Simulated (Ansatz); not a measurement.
Geometry optimisation, RKS PBE0/def2-SVP (Ansatz 0.2.0).

input.yaml

```yaml
crystal:
  periodic: [false, false, false]
  atoms:
    - { symbol: "N", position_ang: [0.4364, -0.1221, -1.1478] }
    - { symbol: C, position_ang: [0.0162, -0.265, 0.1428] }
    - { symbol: O, position_ang: [0.4391, -1.4339, 0.6634] }
    - { symbol: C, position_ang: [-0.6492, 0.5665, 0.8918] }
    - { symbol: Br, position_ang: [-1.4266, 2.1749, 0.3291] }
    - { symbol: H, position_ang: [0.1211, 0.8711, -1.4809] }
    - { symbol: H, position_ang: [1.4197, -0.1901, -1.2706] }
    - { symbol: H, position_ang: [0.6945, -1.9715, -0.1084] }
    - { symbol: H, position_ang: [-0.9629, 0.3238, 1.9636] }
basis:
  gaussian: { orbitals: def2-SVP }
hamiltonian:
  xc: pbe0
relax:
  f_tol: 0.02
  max_steps: 50
```

Launched with:

```bash
$ ansatz run input.yaml --threads 2 --pin off --max-ram 3072MiB --backend cpu --events-out ev --progress --plain --runs-dir out
```

**Question.** Where does it end, and by what steps?

**Answer.** The forces met the threshold. After 8 steps the energy has fallen by 0.418 eV; Br5 moved furthest, 0.16 Å.

```json
{"step": "0", "energy less start (eV)": "0.0000", "largest force component (eV/Å)": "3.485", "accepted": "yes"}
{"step": "1", "energy less start (eV)": "-0.3663", "largest force component (eV/Å)": "1.384", "accepted": "yes"}
{"step": "2", "energy less start (eV)": "-0.4043", "largest force component (eV/Å)": "0.364", "accepted": "yes"}
{"step": "3", "energy less start (eV)": "-0.4006", "largest force component (eV/Å)": "0.522", "accepted": "no"}
{"step": "4", "energy less start (eV)": "-0.4165", "largest force component (eV/Å)": "0.050", "accepted": "yes"}
{"step": "5", "energy less start (eV)": "-0.4173", "largest force component (eV/Å)": "0.045", "accepted": "yes"}
{"step": "6", "energy less start (eV)": "-0.4177", "largest force component (eV/Å)": "0.070", "accepted": "yes"}
{"step": "7", "energy less start (eV)": "-0.4178", "largest force component (eV/Å)": "0.029", "accepted": "yes"}
{"step": "8", "energy less start (eV)": "-0.4179", "largest force component (eV/Å)": "0.002", "accepted": "yes"}
```

```xyz
9
Properties=species:S:1:pos:R:3
N 0.425 -0.043 -1.156
C 0.076 -0.253 0.164
O 0.573 -1.390 0.699
C -0.717 0.532 0.917
Br -1.276 2.231 0.338
H 0.035 0.811 -1.545
H 1.425 -0.106 -1.328
H 0.608 -2.049 -0.007
H -1.062 0.221 1.900
```

Whether the end is a true minimum wasn't checked by a vibrational analysis.

Run time: 32 s on 2 threads of Arm Neoverse V1 (shared host), peak memory 0.25 GiB.
